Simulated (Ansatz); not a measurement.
Basis sets compared for the cluster Cd₃ (the lowest singlet isomer of a short search). The state is a singlet with charge 0. Geometry PBE/def2-TZVP. Ansatz on 4 threads of Arm Neoverse V1 on a shared host; times are rough, and most runs start from earlier orbitals.

```xyz
3

Cd    0.527    0.950   -1.588
Cd   -1.709   -0.881    0.072
Cd    1.182   -0.069    1.516
```

In the def2 sets Cd takes a core potential; there is no spin–orbit coupling. The structure comes from a short search, and lower isomers may exist.

Binding counts from free atoms (Cd singlet) in the same basis, without a counterpoise term.

```csv
level,functions,energy (Eh),HOMO (eV),LUMO (eV),binding per atom (eV),wall time
PBE/def2-SVP,93,-503.2475,-5.21,-2.08,0.07,0.8 s
PBE/def2-TZVP,120,-503.3753,-5.23,-2.09,0.08,0.85 s
r2SCAN/def2-TZVP (with forces),120,-503.5189,-5.39,-1.95,0.11,2.4 s
PBE0/def2-SVP,93,-503.2086,-5.80,-1.52,0.06,1.4 s
PBE0/def2-TZVP,120,-503.3316,-5.81,-1.52,0.07,1.8 s
```

(1) Estimate the rows for PBE/def2-TZVPD, r2SCAN/def2-TZVPD, PBE0/def2-TZVPD.

Results:

(1) 
```tsv
level	functions	energy (Eh)	HOMO (eV)	LUMO (eV)	binding per atom (eV)	wall time
PBE/def2-TZVPD	120	-503.3753	-5.23	-2.09	0.08	0.85 s
r2SCAN/def2-TZVPD	120	-503.5189	-5.39	-1.95	0.11	2.1 s
PBE0/def2-TZVPD	120	-503.3316	-5.81	-1.52	0.07	1.2 s
```
